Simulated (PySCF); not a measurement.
O2Se, SMILES O=[Se]=O. Coordinates come from a ωB97X-D3(BJ)/def2-TZVP optimisation.

All values below come from ωB97X-D3(BJ)/def2-TZVP run with PySCF.

Harmonic wavenumbers (cm⁻¹): 391, 1043, 1081. Rotational constants (GHz): 29.19, 8.875, 6.806; symmetry number 2.

Q: Work out the zero-point energy and the ideal-gas rigid-rotor harmonic-oscillator thermochemistry at 298.15 K and 1 atm.

A: ZPE = ½ Σ hcν = ½ × 2516 cm⁻¹ = 15.05 kJ/mol. H − E(el) = 25.95 kJ/mol. Entropy in J/(mol K): translation 167.48, rotation 89.32, vibration 4.77, total 261.57. G − E(el) = -52.04 kJ/mol. Cp = 42.12 J/(mol K).
